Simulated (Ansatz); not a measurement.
Coupled-cluster diagnostics for TiSi₆⁺, Ansatz.

Geometry of the doublet (PBE0-D4/def2-SVP):

```xyz
7

Ti    1.584   -0.489   -0.151
Si   -0.467    0.627    1.443
Si   -1.638   -1.944   -1.501
Si    0.519    1.707   -0.765
Si    1.668    1.669    1.247
Si   -1.336    0.228   -0.671
Si   -0.330   -1.798    0.397
```

Correlated methods freeze 35 core orbitals; core or outer-core shells of Ti are correlated, in sets that lack core-valence functions. In CCSD on the charge 1 doublet the largest single amplitude is 0.26, so its Hartree–Fock determinant may place the open shell otherwise than the density functionals do. No other spin state of charge 1 was run. Another isomer (doublet) lies 0.79 eV lower at PBE0-D4/def2-TZVP; other spin states weren't run for this one.

(1) Estimate the CCSD(T) correlation energy, the shares of MP2 and (T), T1 and the reference's ⟨S²⟩ for: charge 1, doublet, own geometry in def2-SVP; and the rough time on 4 threads of Arm Neoverse V1 on a shared host.

Results:

(1) 
```json
{"state": "charge 1, doublet, own geometry", "basis": "def2-SVP", "correlation (eV)": "-24.584", "MP2 share (%)": "81.4", "(T) share (%)": "9.0", "T1": "0.115", "⟨S²⟩ (pure)": "2.65 (0.75)", "wall time": "95 s", "remarks": "large T1 (0.115), spin-contaminated (⟨S²⟩ 2.65)"}
```
Customary marks for T1 are 0.02 (closed shells), 0.045 (open shells) and about 0.05 (3d metals). T1 exceeds 0.02 in 1 of 1 rows and 0.045 in 1; the higher it lies, the less the single-reference result can be trusted.
